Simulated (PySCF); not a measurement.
Compound: C6H11F.
Numbering: `[F:1][CH:2]1[CH2:3][CH2:4][CH2:5][CH2:6][CH2:7]1` (hydrogens: H8 on C2; H9, H10 on C3; H11, H12 on C4; H13, H14 on C5; H15, H16 on C6; H17, H18 on C7)

The closed-shell ground state was solved at several levels (PySCF, density fitting, gas phase, non-relativistic). Isolated species at its PBE0-D3(BJ)/def2-TZVP geometry (one conformer only).

```tsv
level	basis functions	total energy (Eh)	HOMO (eV)	LUMO (eV)	gap (eV)	dipole (D)
B97-2/pcSseg-2	406	-335.1314	-8.22	0.56	8.78	1.82
wB97X-D/pcSseg-2	406	-335.1445	-10.36	2.22	12.58	1.85
PBE0/pcSseg-2	406	-334.8644	-8.48	0.52	9.00	1.83
```

Question: What might KT3/pcSseg-2 (406 basis functions) give for the same quantities?

Answer: Total energy -340.2773 Eh, HOMO -7.21 eV, LUMO -0.35 eV, gap 6.86 eV, dipole 1.73 D.

Question: Over all these levels, which gives the widest orbital gap and which the narrowest?

Answer: wB97X-D/pcSseg-2 (range-separated hybrid) has the widest, 12.58 eV, and KT3/pcSseg-2 (GGA) the narrowest, 6.86 eV. From the narrowest to the widest the HOMO moves by -3.15 eV and the LUMO by +2.57 eV.

Question: In the pcSseg-2 basis, how does the gap go with the fixed share of exact exchange?

Answer: KT3 (0 %) 6.86 eV; B97-2 (21 %) 8.78 eV; PBE0 (25 %) 9.00 eV. Each rise in the share widens the gap here.

Question: How far do the dipole and the HOMO energy spread over the levels?

Answer: The dipole runs from 1.73 to 1.85 D (mean 1.80 D) and the HOMO from -10.36 to -7.21 eV.

Note: wB97X-D ran without an empirical dispersion term, which enters the total energy and its gradient alone.
